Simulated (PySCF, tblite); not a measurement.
Isomers of C6H15NSi2, one GFN2-xTB conformer each. Single-point energies are computed at PBE0/pcSseg-1 (PySCF, gas phase, no added dispersion term), electronic only.

Question: Rank them by PBE0/pcSseg-1 energy, lowest first (kJ/mol).
A. `[CH3:1][NH:2][CH2:3][C@@H:4]1[CH2:5][SiH2:6][CH:7]=[C:8]1[SiH3:9]` with C1–N2–C3–C4 178°, N2–C3–C4–C5 96°, C3–C4–C5–Si6 -153°, C4–C5–Si6–C7 23°, C5–Si6–C7–C8 -12°, C3–C4–C8–C7 148°
B. `[CH2:1]=[CH:2][CH2:3][NH:4][Si@H:5]1[CH2:6][Si@@H:7]([CH3:8])[CH2:9]1` with C1–C2–C3–N4 -125°, C2–C3–N4–Si5 -81°, C3–N4–Si5–C6 -166°

Answer: B (0.0), A (126.5).

As drawn, the lower has a four-membered ring, which the higher lacks. GFN2-xTB itself gives, in the same order: 54.3, 0.0. GFN2-xTB puts CNC[C@@H]1C[SiH2]C=C1[SiH3] lowest instead.

Q: Which frontier levels, dipoles and rotational constants go with these structures?

A: 
```csv
SMILES,"HOMO (eV, PBE0/pcSseg-1)",LUMO (eV),dipole (D),"A, B, C (MHz)"
C=CCN[Si@H]1C[Si@@H](C)C1,-6.71,0.25,0.98,"3027, 486.0, 471.0"
CNC[C@@H]1C[SiH2]C=C1[SiH3],-6.82,-0.38,2.84,"1826, 820.4, 632.8"
```

Q: What happens when harmonic zero-point energies from GFN2-xTB frequencies are added?

A: 
```
                     SMILES  ZPE (kJ/mol)  electronic (kJ/mol)  with ZPE (kJ/mol)
  C=CCN[Si@H]1C[Si@@H](C)C1         506.2                  0.0                0.0
CNC[C@@H]1C[SiH2]C=C1[SiH3]         498.4                126.5              118.8
```

The zero-point energies span 7.8 kJ/mol. The order is unchanged.
